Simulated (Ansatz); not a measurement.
An input meant for Si20H29⁻, a nanocrystal with a defect cut from the lattice of silicon (one cap removed) (charge -1, singlet; atoms displaced at random, 0.15 Å in each coordinate).

```yaml
crystal:
  periodic: [false, false, false]
  atoms:
    - {symbol: Si, position_ang: [-1.814388, -2.209689, -0.727894]}
    - {symbol: Si, position_ang: [-2.298413, 0.641632, -3.341854]}
    - {symbol: Si, position_ang: [-1.584777, 0.421254, 1.913354]}
    - {symbol: Si, position_ang: [-2.236058, 3.346576, -0.774169]}
    - {symbol: Si, position_ang: [0.786681, -2.212669, -3.379265]}
    - {symbol: Si, position_ang: [0.894916, -1.916994, 1.990016]}
    - {symbol: Si, position_ang: [3.737957, -2.132616, -1.109585]}
    - {symbol: Si, position_ang: [0.849349, 0.430956, -0.748718]}
    - {symbol: Si, position_ang: [0.886338, 3.547536, 2.190502]}
    - {symbol: Si, position_ang: [3.355177, 0.653831, 2.200348]}
    - {symbol: Si, position_ang: [-3.343034, -0.672296, -2.108176]}
    - {symbol: Si, position_ang: [-0.837916, -3.139435, -2.150511]}
    - {symbol: Si, position_ang: [-0.784296, -0.734004, 0.731284]}
    - {symbol: Si, position_ang: [-0.708206, 1.845791, -1.669010]}
    - {symbol: Si, position_ang: [-3.312675, 2.395794, 0.855281]}
    - {symbol: Si, position_ang: [-0.878375, 2.481752, 3.492110]}
    - {symbol: Si, position_ang: [2.105166, -0.806380, -2.236730]}
    - {symbol: Si, position_ang: [2.393657, -3.521064, 0.802275]}
    - {symbol: Si, position_ang: [2.326040, -0.939328, 3.278323]}
    - {symbol: Si, position_ang: [2.051513, 1.843794, 0.793207]}
    - {symbol: H, position_ang: [-2.792489, -2.977017, -0.188568]}
    - {symbol: H, position_ang: [-1.277950, 0.129383, -4.563287]}
    - {symbol: H, position_ang: [-2.825926, 2.027766, -3.816174]}
    - {symbol: H, position_ang: [-3.185427, -0.094127, 2.868027]}
    - {symbol: H, position_ang: [-2.994227, 4.034408, -2.080115]}
    - {symbol: H, position_ang: [-1.323759, 4.930505, -0.387979]}
    - {symbol: H, position_ang: [0.337720, -1.371615, -4.519910]}
    - {symbol: H, position_ang: [1.805842, -3.153070, -4.042210]}
    - {symbol: H, position_ang: [-0.070798, -2.839807, 2.878845]}
    - {symbol: H, position_ang: [4.114710, -3.289972, -1.817605]}
    - {symbol: H, position_ang: [4.307861, -1.411703, -0.026648]}
    - {symbol: H, position_ang: [0.010676, 4.354462, 1.235631]}
    - {symbol: H, position_ang: [1.934677, 3.712924, 3.106442]}
    - {symbol: H, position_ang: [4.840123, 0.017896, 1.354538]}
    - {symbol: H, position_ang: [3.951633, 1.694205, 3.002075]}
    - {symbol: H, position_ang: [-3.722407, -1.749439, -3.103749]}
    - {symbol: H, position_ang: [-4.469659, -0.140231, -1.433229]}
    - {symbol: H, position_ang: [-1.943468, -4.031088, -3.091918]}
    - {symbol: H, position_ang: [0.192993, -4.674478, -1.310483]}
    - {symbol: H, position_ang: [0.067831, 3.002299, -3.250703]}
    - {symbol: H, position_ang: [-4.877534, 1.264985, 0.018139]}
    - {symbol: H, position_ang: [-4.072233, 3.107403, 1.493819]}
    - {symbol: H, position_ang: [-1.654759, 2.826569, 3.942352]}
    - {symbol: H, position_ang: [-0.223881, 1.638273, 4.535679]}
    - {symbol: H, position_ang: [1.377087, -4.591266, -0.096319]}
    - {symbol: H, position_ang: [2.967858, -4.331541, 1.627008]}
    - {symbol: H, position_ang: [3.211246, -1.765120, 4.022335]}
    - {symbol: H, position_ang: [1.592702, -0.128180, 4.786680]}
    - {symbol: H, position_ang: [2.882276, 3.011109, -0.164081]}
basis:
  gaussian: {orbitals: 6-31G, fitting: {mean_field: def2-universal-jkfit}}
total_charge: -1
hamiltonian: {xc: {name: HF}}
correlation: {method: mp2, frozen_orbitals: {Si: 9}}
output: {forces: true}
```

```sh
$ ansatz run in.yaml --threads 2 --pin off --events-out ev --progress --plain --max-ram 22528MiB --backend cuda --devices 0, --max-vram 18GiB
```

It prints (some lines left out):

```
Functional definition: HF
Error: "frozen_orbitals" has no count for H
```

(1) What is wrong with this run?

Results:

(1) Frozen orbitals are typed for one element alone, and the program wants a count for each (the count typed has to fit that element's core, too). The input was rejected before any iteration.
